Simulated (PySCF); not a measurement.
## Electric field gradients and quadrupole coupling constants

Species: C7H9N3.
Numbering: `[CH2:1]=[CH:2][n:3]1[n:4][cH:5][c:6]([CH:7]2[CH2:8][CH2:9]2)[n:10]1` (hydrogens: H11, H12 on C1; H13 on C2; H14 on C5; H15 on C7; H16, H17 on C8; H18, H19 on C9)

Cartesian coordinates in Å at the GFN2-xTB level; atoms count from 1:
```xyz
19
C7H9N3 angstrom
C      3.7743   -0.1674    0.3945
C      2.9617   -0.6558   -0.5295
N      1.5856   -0.5247   -0.4713
N      0.8030   -1.0141   -1.4137
C     -0.4198   -0.7000   -1.0357
C     -0.3388    0.0052    0.1845
C     -1.3993    0.5789    1.0108
C     -2.5854    1.2304    0.3479
C     -2.7553   -0.0741    1.0514
N      0.9446    0.0927    0.5046
H      4.8386   -0.2864    0.3174
H      3.3829    0.3611    1.2454
H      3.2850   -1.1955   -1.4067
H     -1.2729   -0.9749   -1.6198
H     -1.0237    1.0241    1.9228
H     -2.9907    2.1215    0.8017
H     -2.6151    1.2375   -0.7311
H     -2.9051   -0.9611    0.4551
H     -3.2795   -0.0884    1.9945
```

Field gradients from the PBE0/pcSseg-1 density (PySCF, non-relativistic), principal values in atomic units, ordered |Vxx| ≤ |Vyy| ≤ |Vzz|:

| atom | Vxx | Vyy | Vzz |
| --- | --- | --- | --- |
| N3 | 0.1573 | 0.5453 | -0.7026 |
| N4 | 0.3573 | 0.7335 | -1.0908 |
| N10 | 0.2167 | 0.7832 | -0.9999 |

Question: Find the asymmetry η = (Vxx − Vyy)/Vzz and the couplings χ = eQV/h (234.96 MHz × Q in barn × V in au), with Q(14N) = 0.02044 b.

Answer: 
```json
{"atom": "N3", "environment": "pyrrole-type nitrogen", "nucleus": "14N", "η": "0.55", "χzz (MHz)": "-3.375", "χxx (MHz)": "0.755", "χyy (MHz)": "2.619"}
{"atom": "N4", "environment": "pyridine-type nitrogen", "nucleus": "14N", "η": "0.34", "χzz (MHz)": "-5.24", "χxx (MHz)": "1.72", "χyy (MHz)": "3.52"}
{"atom": "N10", "environment": "pyridine-type nitrogen", "nucleus": "14N", "η": "0.57", "χzz (MHz)": "-4.802", "χxx (MHz)": "1.041", "χyy (MHz)": "3.761"}
```

The tensor is traceless: Vxx + Vyy + Vzz = 0.

Question: What is Vzz at N10 in SI units (1 au = 9.71736 × 10²¹ V/m²)?

Answer: -0.9999 au = -9.716 × 10²¹ V/m².

Were the hydrogens deuterons (Q(2H) = 0.00286 b), χzz would run from 215 kHz (H13 and H15) to 233 kHz (H14).

Isolated species at its GFN2-xTB geometry (one conformer only). GFN2-xTB bond lengths can be off by several hundredths of an ångström, more for odd bonds, and the gradients follow them. The basis is small and wasn't made for field gradients, so the couplings can be 20 % off.
